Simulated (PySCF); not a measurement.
H2O3S, SMILES S(O)(=O)O. Geometry optimised at PBE-D3(BJ)/def2-SVP. One conformer was computed; it need not be the lowest.

Q: Give the equilibrium geometry at PBE-D3(BJ)/def2-SVP (PySCF confirms it by a frequency run) as bond lengths and angles, and its point group. (The exact figures need the calculation; the answer reports its results.)

A: This is not unique; one that fits is point group Cs.
Atoms: O1 S2 O3 O4 H5 H6. Bonded distances (Å): O1–S2 1.492, S2–O3 1.681, S2–O4 1.681, O3–H5 0.986, O4–H6 0.986. Angles (°): O1–S2–O3 105.8, O1–S2–O4 105.8, O3–S2–O4 100.8, S2–O3–H5 105.9, S2–O4–H6 105.9.
